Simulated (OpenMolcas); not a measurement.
## Ag2+: moving the ligands

Ag2+ with 6 ligands (water) in octahedral coordination (Th) at 2.3 Å. Ligand basis ANO-RCC-VDZP.
```
Ag    0.0000    0.0000    0.0000
O     2.3000    0.0000    0.0000
H     2.8770    0.7797    0.0000
H     2.8770   -0.7797    0.0000
O     0.0000    2.3000    0.0000
H     0.0000    2.8770    0.7797
H     0.0000    2.8770   -0.7797
O    -2.3000    0.0000    0.0000
H    -2.8770    0.7797    0.0000
H    -2.8770   -0.7797    0.0000
O     0.0000   -2.3000    0.0000
H     0.0000   -2.8770    0.7797
H     0.0000   -2.8770   -0.7797
O     0.0000    0.0000    2.3000
H     0.7797    0.0000    2.8770
H    -0.7797    0.0000    2.8770
O     0.0000    0.0000   -2.3000
H     0.7797    0.0000   -2.8770
H    -0.7797    0.0000   -2.8770
```

| Item | Value |
| --- | --- |
| Program | OpenMolcas 26.06 |
| Method | CASSCF |
| Basis | ANO-RCC-VTZP [7s6p4d2f1g] |
| Scalar Hamiltonian | DKH2, point nucleus |
| Active space | 9 electrons in 5 orbitals (4d) |
| State averaging | 2S+1 = 2 even, 5 roots |
| Spin-orbit coupling | RASSI with atomic mean-field integrals over the reference wave functions |

Runs around this geometry, states (labels of O, taken over from Oh, the nearest higher group). Energies in cm-1 above the lowest state or level, χT in cm3 K/mol; 10Dq is the gap between the two states.

```json
{"R (Å)": "2.27", "Ground state": "2E", "First state of that spin": "2T2 8568", "10Dq": "8568", "First gap with spin-orbit (degeneracies)": "7302 (4, 2)", "χT at 300 K": "0.660"}
{"R (Å)": "2.3", "Ground state": "2E", "First state of that spin": "2T2 7846", "10Dq": "7846", "First gap with spin-orbit (degeneracies)": "6612 (4, 2)", "χT at 300 K": "0.684"}
{"R (Å)": "2.43", "Ground state": "2E", "First state of that spin": "2T2 5377", "10Dq": "5377", "First gap with spin-orbit (degeneracies)": "4300 (4, 2)", "χT at 300 K": "0.799"}
```

Taking |10Dq| as R^-n, n = -ln(5377 / 8568) / ln(2.43 / 2.27) = 6.8 between the shortest and longest distance. The point-charge formula for a cubic d site gives n = 5.

An orbital doublet at a regular site is open to a Jahn-Teller distortion, which this geometry leaves out. With metal d orbitals alone the field can be off either way by tens of per cent. Ligand-to-metal charge-transfer states are missing. No measured value stands beside these numbers; the geometry was imposed, not optimised, and the real ion may take another.
